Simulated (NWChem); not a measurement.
Species: AlH₂Cl; SMILES [AlH2][Cl]

Program: NWChem. Medium grid unless said otherwise, to which SCAN and Minnesota functionals are sensitive. Geometry: optimised at PBE-D3(BJ)/def2-SVP. Total energies of different functionals are on different scales.

```json
[
 {"level": "B3LYP/def2-TZVP", "energy (Ha)": "-703.9447", "highest occupied level (eV)": "-8.36", "orbital gap (eV)": "6.47", "dipole (D)": "1.30"},
 {"level": "PBE/def2-TZVP", "energy (Ha)": "-703.5681", "highest occupied level (eV)": "-7.27", "orbital gap (eV)": "4.83", "dipole (D)": "1.21"},
 {"level": "MN15/def2-TZVP", "energy (Ha)": "-703.7108", "highest occupied level (eV)": "-9.27", "orbital gap (eV)": "7.92", "dipole (D)": "1.27"},
 {"level": "BP86/def2-TZVP", "energy (Ha)": "-703.9668", "highest occupied level (eV)": "-7.39", "orbital gap (eV)": "4.89", "dipole (D)": "1.22"},
 {"level": "PW6B95/def2-TZVP", "energy (Ha)": "-704.4892", "highest occupied level (eV)": "(withheld)", "orbital gap (eV)": "(withheld)", "dipole (D)": "1.31"},
 {"level": "BHandHLYP/def2-TZVP", "energy (Ha)": "-703.9059", "highest occupied level (eV)": "-9.80", "orbital gap (eV)": "8.88", "dipole (D)": "1.41"},
 {"level": "MPW1K/def2-TZVP", "energy (Ha)": "-703.9301", "highest occupied level (eV)": "-9.55", "orbital gap (eV)": "8.41", "dipole (D)": "1.40"},
 {"level": "RPBE/def2-TZVP", "energy (Ha)": "-703.8339", "highest occupied level (eV)": "-7.25", "orbital gap (eV)": "4.89", "dipole (D)": "1.18"},
 {"level": "M06-L/def2-TZVP", "energy (Ha)": "-703.8935", "highest occupied level (eV)": "-7.57", "orbital gap (eV)": "5.70", "dipole (D)": "1.39"},
 {"level": "BLYP/def2-TZVP", "energy (Ha)": "-703.8996", "highest occupied level (eV)": "-7.16", "orbital gap (eV)": "4.83", "dipole (D)": "1.20"}
]
```

Problem. Fill in the missing entries.

Solution. 
- PW6B95/def2-TZVP, highest occupied level (eV): -8.65
- PW6B95/def2-TZVP, orbital gap (eV): 6.97
